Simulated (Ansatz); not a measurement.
Species: SnO (charge +1, doublet). SMILES of the parent species: [O]=[Sn]

Atoms: Sn1, O2. Bonds: Sn1-O2.

Bond lengths (Å) and angles (degrees) optimised at HF/3-21G with Ansatz (a program for electronic structure); PBE/6-31G* with LANL2DZ past Ar with Ansatz; B3LYP/6-31G* with LANL2DZ past Ar with Ansatz, each started from the B3LYP-D3(BJ)/def2-TZVP structure (Ansatz) of the last column. A row stands for all coordinates that are equal there. 6-31G* holds six Cartesian d functions.

```csv
coordinate,HF/3-21G,PBE/6-31G* with LANL2DZ past Ar,B3LYP/6-31G* with LANL2DZ past Ar,B3LYP-D3(BJ)/def2-TZVP
Sn1-O2,1.981,1.976,1.946,1.988
```

Mean signed difference of all 1 bond lengths from B3LYP-D3(BJ)/def2-TZVP: HF/3-21G -0.007 Å, PBE/6-31G* with LANL2DZ past Ar -0.012 Å, B3LYP/6-31G* with LANL2DZ past Ar -0.041 Å.
